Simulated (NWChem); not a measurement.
System: CH₆GeSi, singlet; SMILES [CH3][Ge][SiH3]

NWChem input:

```
start job
memory heap 200 mb stack 900 mb global 1100 mb
geometry units angstroms noautoz
  Ge    -0.514177     0.650383     0.037036
  C      1.414679     1.235942    -0.025319
  H      1.715556     1.138124    -1.095245
  H      2.115879     0.601049     0.554739
  H      1.533858     2.297922     0.266018
  Si     0.102381    -1.750422     0.012910
  H      0.396194    -2.058781     1.469512
  H      1.363580    -2.075925    -0.755806
  H     -0.976558    -2.710169    -0.423250
end
basis spherical
  * library def2-svp
end
dft
  xc becke88 lyp
  iterations 150
  mulliken
end
task dft energy
```

Excerpt of the output:

```
             Northwest Computational Chemistry Package (NWChem) 7.3.0
             --------------------------------------------------------

 C1  symmetry detected

                             Geometry "geometry" -> ""
                             -------------------------

 Output coordinates in angstroms (scale by  1.889725989 to convert to a.u.)

  No.       Tag          Charge          X              Y              Z
 ---- ---------------- ---------- -------------- -------------- --------------
    1 Ge                  32.0000    -0.49621521     0.64372231    -0.00194030
    2 C                    6.0000     1.44392791     1.19419933     0.00658485
    3 H                    1.0000     1.78172967     1.09142393    -1.05179323
    4 H                    1.0000     2.11192638     0.54641768     0.61106382
    5 H                    1.0000     1.57165072     2.25370788     0.30325119
    6 Si                  14.0000     0.07719877    -1.76786802    -0.00629668
    7 H                    1.0000     0.31215814    -2.08217430     1.45968640
    8 H                    1.0000     1.35943730    -2.11586072    -0.72897561
    9 H                    1.0000    -1.00236563    -2.70767214    -0.48249848

 Effective nuclear repulsion energy (a.u.)     228.8809037534

                                 NWChem DFT Module
                                 -----------------

 Summary of "ao basis" -> "ao basis" (spherical)
 ------------------------------------------------------------------------------
       Tag                 Description            Shells   Functions and Types
 ---------------- ------------------------------  ------  ---------------------
 Ge                         def2-svp                12       32   5s4p3d
 C                          def2-svp                 6       14   3s2p1d
 H                          def2-svp                 3        5   2s1p
 Si                         def2-svp                 8       18   4s3p1d

            General Information
            -------------------
          SCF calculation type: DFT
          Wavefunction type:  closed shell.
          No. of atoms     :     9
          No. of electrons :    58
           Alpha electrons :    29
            Beta electrons :    29
          Charge           :     0
          Spin multiplicity:     1
          Use of symmetry is: off; symmetry adaption is: off
          Maximum number of iterations: 150
          AO basis - number of functions:    94
                     number of shells:    44
          Convergence on energy requested:  1.00D-06
          Convergence on density requested:  1.00D-05
          Convergence on gradient requested:  5.00D-04

              XC Information
              --------------
                    Becke 1988 Exchange Functional  1.000
              Lee-Yang-Parr Correlation Functional  1.000

             Grid Information
             ----------------
          Grid used for XC integration:  medium
          Radial quadrature: Mura-Knowles
          Angular quadrature: Lebedev.
          Tag              B.-S. Rad. Rad. Pts. Rad. Cut. Ang. Pts.
          ---              ---------- --------- --------- ---------
          Ge                  1.25      112          10.0       590
          C                   0.70       49          12.0       434
          H                   0.35       45          13.0       434
          Si                  1.10       88          11.0       590
          Grid pruning is: on
          Number of quadrature shells:   519
          Spatial weights used:  Erf1

      Superposition of Atomic Density Guess
      -------------------------------------

 Sum of atomic energies:       -2404.40251928

      Non-variational initial energy
      ------------------------------

 Total energy =   -2405.343279
 1-e energy   =   -3804.712062
 2-e energy   =    1170.487879
 HOMO         =      -0.201863
 LUMO         =      -0.075856

     ---------------------------------------------
      Total Density - Mulliken Population Analysis
     ---------------------------------------------

    Atom       Charge   Shell Charges
 -----------   ------   -------------------------------------------------------
    1 Ge  32    31.52   2.00  2.00  2.00  1.32  0.57  6.00  5.98  0.79  0.80  8.14  1.80  0.12
    2 C    6     6.67   1.99  0.97  0.32  2.08  1.29  0.01
    3 H    1     0.86   0.64  0.19  0.03
    4 H    1     0.87   0.65  0.19  0.03
    5 H    1     0.88   0.66  0.19  0.03
    6 Si  14    13.99   2.00  1.99  1.05  0.33  5.94  1.16  1.43  0.09
    7 H    1     1.06   0.68  0.37  0.01
    8 H    1     1.07   0.69  0.37  0.01
    9 H    1     1.07   0.69  0.37  0.01

   convergence    iter        energy       DeltaE   RMS-Dens  Diis-err
 ---------------- ----- ----------------- --------- --------- ---------
 d= 0,ls=0.0,diis     1  -2407.7624216319 -2.64D+03  1.05D-02  3.41D-01
 d= 0,ls=0.0,diis     2  -2407.7793281317 -1.69D-02  5.93D-03  1.75D-01
 d= 0,ls=0.0,diis     3  -2407.7920921989 -1.28D-02  2.70D-03  6.82D-02
 d= 0,ls=0.0,diis     4  -2407.8020785863 -9.99D-03  6.05D-04  7.30D-03
 d= 0,ls=0.0,diis     5  -2407.8028722057 -7.94D-04  1.31D-04  5.52D-05
  Resetting Diis
 d= 0,ls=0.0,diis     6  -2407.8028815582 -9.35D-06  5.59D-05  7.60D-06
 d= 0,ls=0.0,diis     7  -2407.8028832769 -1.72D-06  2.97D-05  6.23D-07
 d= 0,ls=0.0,diis     8  -2407.8028831401  1.37D-07  1.71D-05  1.62D-06
 d= 0,ls=0.0,diis     9  -2407.8028833848 -2.45D-07  1.09D-06  3.59D-09

         Total DFT energy =    -2407.802883384794
      One electron energy =    -3806.015986965483
           Coulomb energy =     1276.835993744462
    Exchange-Corr. energy =     -107.503793917205
 Nuclear repulsion energy =      228.880903753431

 Numeric. integr. density =       58.000010818005

                       DFT Final Molecular Orbital Analysis
                       ------------------------------------

 Vector   27  Occ=2.000000D+00  E=-2.930721D-01
              MO Center= -1.4D-01, -2.1D+00, -1.6D-01, r^2= 2.6D+00
   Bfn.  Coefficient  Atom+Function         Bfn.  Coefficient  Atom+Function
  ----- ------------  ---------------      ----- ------------  ---------------
    90      0.358677  9 H  s                 69     -0.261748  6 Si px
    85     -0.216530  8 H  s                 72     -0.202535  6 Si px
    91      0.190218  9 H  s                 80     -0.177638  7 H  s
    66      0.150996  6 Si px                86     -0.115171  8 H  s
    71     -0.102097  6 Si pz                81     -0.097083  7 H  s

 Vector   28  Occ=2.000000D+00  E=-2.383611D-01
              MO Center=  2.4D-01,  2.4D-01, -2.2D-02, r^2= 3.8D+00
   Bfn.  Coefficient  Atom+Function         Bfn.  Coefficient  Atom+Function
  ----- ------------  ---------------      ----- ------------  ---------------
    36      0.342962  2 C  px                12     -0.235993  1 Ge px
    13     -0.216821  1 Ge py                39      0.214027  2 C  px
    70      0.178028  6 Si py                35     -0.176987  2 C  s
     4      0.153431  1 Ge s                 15     -0.154169  1 Ge px
    73      0.152949  6 Si py                37      0.149177  2 C  py

 Vector   29  Occ=2.000000D+00  E=-1.876576D-01
              MO Center= -3.3D-01,  2.0D-01,  6.3D-04, r^2= 3.9D+00
   Bfn.  Coefficient  Atom+Function         Bfn.  Coefficient  Atom+Function
  ----- ------------  ---------------      ----- ------------  ---------------
     4      0.318225  1 Ge s                  5      0.305310  1 Ge s
    13      0.258921  1 Ge py                73     -0.248773  6 Si py
    12     -0.246299  1 Ge px                70     -0.228097  6 Si py
    15     -0.218398  1 Ge px                16      0.218557  1 Ge py
     3     -0.186083  1 Ge s                 64     -0.181142  6 Si s

 Vector   30  Occ=0.000000D+00  E=-1.300288D-01
              MO Center= -4.0D-01,  4.8D-01, -4.5D-03, r^2= 3.1D+00
   Bfn.  Coefficient  Atom+Function         Bfn.  Coefficient  Atom+Function
  ----- ------------  ---------------      ----- ------------  ---------------
    17      0.629849  1 Ge pz                14      0.477969  1 Ge pz
    11     -0.261529  1 Ge pz                81     -0.140587  7 H  s
    48      0.119132  3 H  s                 47      0.110873  3 H  s
    86      0.110931  8 H  s                 80     -0.104489  7 H  s
    53     -0.087990  4 H  s                  8      0.084661  1 Ge pz

 Vector   31  Occ=0.000000D+00  E=-4.162944D-03
              MO Center=  1.3D-01,  1.5D-01, -6.9D-03, r^2= 5.8D+00
   Bfn.  Coefficient  Atom+Function         Bfn.  Coefficient  Atom+Function
  ----- ------------  ---------------      ----- ------------  ---------------
    35      1.198011  2 C  s                 16     -0.789497  1 Ge py
    73     -0.588303  6 Si py                86      0.403766  8 H  s
    53     -0.394060  4 H  s                 15     -0.386387  1 Ge px
    65     -0.375988  6 Si s                 48     -0.340293  3 H  s
    58     -0.315630  5 H  s                 64     -0.254854  6 Si s

 Vector   32  Occ=0.000000D+00  E= 2.277536D-02
              MO Center= -1.1D-01, -7.3D-01, -8.7D-02, r^2= 5.6D+00
   Bfn.  Coefficient  Atom+Function         Bfn.  Coefficient  Atom+Function
  ----- ------------  ---------------      ----- ------------  ---------------
    35      0.887237  2 C  s                 72     -0.740809  6 Si px
    91     -0.723380  9 H  s                 65      0.702974  6 Si s
    16      0.559855  1 Ge py                 5     -0.532292  1 Ge s
    15     -0.525295  1 Ge px                 4     -0.452836  1 Ge s
    73      0.426127  6 Si py                74     -0.406735  6 Si pz

     ---------------------------------------------
      Total Density - Mulliken Population Analysis
     ---------------------------------------------

    Atom       Charge   Shell Charges
 -----------   ------   -------------------------------------------------------
    1 Ge  32    31.83   2.00  2.00  1.99  1.50  0.43  6.00  5.97  1.04  0.81  8.06  1.82  0.20
    2 C    6     6.19   1.98  0.92  0.22  2.09  0.95  0.02
    3 H    1     0.97   0.72  0.22  0.02
    4 H    1     0.96   0.73  0.21  0.02
    5 H    1     0.97   0.73  0.21  0.02
    6 Si  14    13.86   2.00  1.98  1.11  0.24  5.92  1.30  1.20  0.11
    7 H    1     1.08   0.73  0.34  0.01
    8 H    1     1.08   0.73  0.33  0.01
    9 H    1     1.07   0.74  0.33  0.01

     -------------------------------------------
      Total Density - Lowdin Population Analysis
     -------------------------------------------

    Atom       Charge   Shell Charges
 -----------   ------   -------------------------------------------------------
    1 Ge  32    31.83   2.00  2.00  1.97  1.10  0.59  5.99  5.81  1.17  1.06  7.77  2.06  0.33
    2 C    6     6.23   1.96  0.61  0.34  1.86  1.42  0.05
    3 H    1     0.95   0.61  0.27  0.07
    4 H    1     0.97   0.63  0.27  0.07
    5 H    1     0.97   0.63  0.28  0.07
    6 Si  14    13.77   2.00  1.94  0.73  0.38  5.81  1.32  1.42  0.17
    7 H    1     1.08   0.63  0.42  0.02
    8 H    1     1.09   0.64  0.43  0.03
    9 H    1     1.09   0.64  0.43  0.03

     Multipole analysis of the density
     ---------------------------------

     L   x y z        total         alpha         beta         nuclear
     -   - - -        -----         -----         ----         -------
     0   0 0 0     -0.000000    -29.000000    -29.000000     58.000000

     1   1 0 0      0.217384      0.108692      0.108692      0.000000
     1   0 1 0      0.398482      0.199241      0.199241      0.000000
     1   0 0 1     -0.069964     -0.034982     -0.034982      0.000000

     2   2 0 0    -31.480641    -75.604707    -75.604707    119.728773
     2   1 1 0      1.093795     -6.670472     -6.670472     14.434739
     2   1 0 1     -0.094830      0.091027      0.091027     -0.276884
     2   0 2 0    -32.794364   -174.032114   -174.032114    315.269865
     2   0 1 1     -0.089073      0.237618      0.237618     -0.564308
     2   0 0 2    -28.310590    -22.132088    -22.132088     15.953585
```

Level: BLYP/def2-SVP. Low-valent species are run as closed-shell singlets; no triplet was tried in these runs. Structure relaxed at the PBE-D3(BJ)/def2-SVP level.
